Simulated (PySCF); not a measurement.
From computed data to an observable: dipole moment from atomic charges

C2H3Cl2FSi, SMILES C=C(Cl)[Si@@H](F)Cl. Atoms are numbered in the order given.

```xyz
9

C     -2.0322     0.1670    -1.0057
C     -1.0610    -0.3188    -0.2269
Cl    -1.4153    -1.2517     1.2203
Si     0.7579    -0.0967    -0.5621
F      0.8760     0.7073    -1.9675
Cl     1.6174     1.0470     0.9167
H     -1.7661     0.7392    -1.8987
H     -3.0922     0.0146    -0.7831
H      1.4883    -1.3739    -0.6749
```

Geometry optimised at B3LYP-D3(BJ)/def2-SVP. The structure was generated by enumeration; whether it is a known compound was not checked. Other conformers were not sampled.

Charges (e) from PBE/def2-TZVP (PySCF):

| atom | Mulliken | ESP fit |
|---|---|---|
| C1 | -0.283 | -0.280 |
| C2 | 0.010 | -0.019 |
| Cl3 | -0.092 | -0.055 |
| Si4 | 0.552 | 0.246 |
| F5 | -0.274 | -0.166 |
| Cl6 | -0.195 | -0.086 |
| H7 | 0.154 | 0.176 |
| H8 | 0.142 | 0.166 |
| H9 | -0.015 | 0.017 |

The dipole moment of the full density is 1.33 D.

### Question
What dipole moment does each set of point charges give, and which comes closer to that of the density?

### Answer

μ = Σ q r, and 1 e Å = 4.8032 D.
Mulliken: Σ q r = (-0.176, -0.250, -0.173) e Å, |μ| = 1.69 D.
ESP fit: Σ q r = (-0.230, -0.094, -0.147) e Å, |μ| = 1.39 D.
ESP fit comes closer in size. Point charges leave out the atoms' own dipoles (lone pairs, polarised bonds); fits to the potential absorb them, partitions of the density don't.
